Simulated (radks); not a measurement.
Values are calculated unless marked as measured or tabulated.
Question: The mean radii <r> (bohr) of the occupied orbitals of an atom or ion are listed with their occupations. Level of theory: scalar-relativistic Kohn-Sham, revPBE, spin-polarised, spherical densities, finite nucleus; Fermi nuclear charge, rms radius of each element as measured or else 0.836 A^(1/3) + 0.57 fm (a radial shooting solver on a logarithmic mesh with Libxc functionals).

| orbital | occ. | <r> |
|---|---|---|
| 1s up | 1 | 0.02191 |
| 1s down | 1 | 0.02191 |
| 2s up | 1 | 0.09328 |
| 2s down | 1 | 0.09328 |
| 2p up | 3 | 0.08237 |
| 2p down | 3 | 0.08237 |
| 3s up | 1 | 0.2445 |
| 3s down | 1 | 0.2442 |
| 3p up | 3 | 0.2431 |
| 3p down | 3 | 0.2428 |
| 3d up | 5 | 0.2213 |
| 3d down | 5 | 0.2210 |
| 4s up | 1 | 0.5530 |
| 4s down | 1 | 0.5530 |
| 4p up | 3 | 0.5853 |
| 4p down | 3 | 0.5853 |
| 4d up | 5 | 0.6360 |
| 4d down | 5 | 0.6364 |
| 5s up | 1 | 1.311 |
| 5s down | 1 | 1.328 |
| 5p up | 3 | 1.505 |
| 5p down | 2 | 1.536 |
| 4f up | 7 | 0.8356 |
| 5d up | 1 | 2.102 |
| 5f up | 1 | 5.451 |

Name the element and its charge. Open shells, if any, are filled with parallel spins first.

Answer: Z = 64, gadolinium, charge +2: Gd2+ in [Kr] 4d10 4f7 5s2 5p5 5d1 5f1. The 1s radius gives Z: for a bare nucleus <r> = (2 gamma + 1)/(2Z) with gamma = sqrt(1 - (Z/c)^2), 0.02163 bohr for Z = 64, and screening makes it slightly larger (0.02191 here). The occupations add up to 62, and the charge is Z minus that.
